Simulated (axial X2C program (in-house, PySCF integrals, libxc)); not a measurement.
**CuTe⁺: a run with one poor setting**

All values were computed with an axial X2C code built on PySCF integrals. Two-component (2c) means X2C with spin–orbit coupling and atomic mean-field two-electron Coulomb and Gaunt terms. Basis: Te dyall-v3z [11s12p8d1f], Cu dyall-v3z [9s9p6d3f2g] (cores contracted in-house); Gaussian nuclei, density fitting, unrestricted open shells. Masses: Te 129.906 u, Cu 62.930 u.

One setting of this run was spoiled on purpose, so its numbers are not properties of CuTe⁺. Level: PBE0, 2c; state Ω = 1 (⟨Sz⟩ = 0.97, ⟨Lz⟩ = 0.03 at PBE0).

| R (Å) | E − E(lowest point) (eV) | SCF iterations |
| --- | --- | --- |
| 2.105 | not converged | 10 |
| 2.202 | not converged | 10 |
| 2.275 | not converged | 10 |
| 2.347 | not converged | 10 |
| 2.420 | 0.0000 | 9 |
| 2.505 | not converged | 10 |
| 2.589 | not converged | 10 |
| 2.698 | not converged | 10 |
| 2.831 | not converged | 10 |
| 3.025 | not converged | 10 |

Output at the reference distance:

```
two-component X2C + atomic mean field  PBE0
basis functions 199  fitting functions 1124  grid points 5805
iter        total energy     max residual
   1      -8444.455003532     2.88e-01
   2      -8444.482470070     7.49e-04
   3      -8444.482475964     5.39e-04
   4      -8444.482478158     2.76e-04
   5      -8444.482478681     1.37e-04
   6      -8444.482478879     1.99e-05
   7      -8444.482478884     1.32e-05
   8      -8444.482478887     1.22e-05
   9      -8444.482478887     4.51e-06
converged
one-electron -12257.08556251  Coulomb 3732.23061624  exact exchange -60.22459072  xc functional -184.60143838  nuclear repulsion 329.75174961  atomic mean-field constant -4.55325314
```

Which setting was spoiled?
A. too few iterations allowed
B. virtual space cut too low
C. density fitting set too sparse
D. an excited determinant was followed
E. integration grid too coarse

A. Too few iterations allowed: 5 iterations an attempt, two attempts.
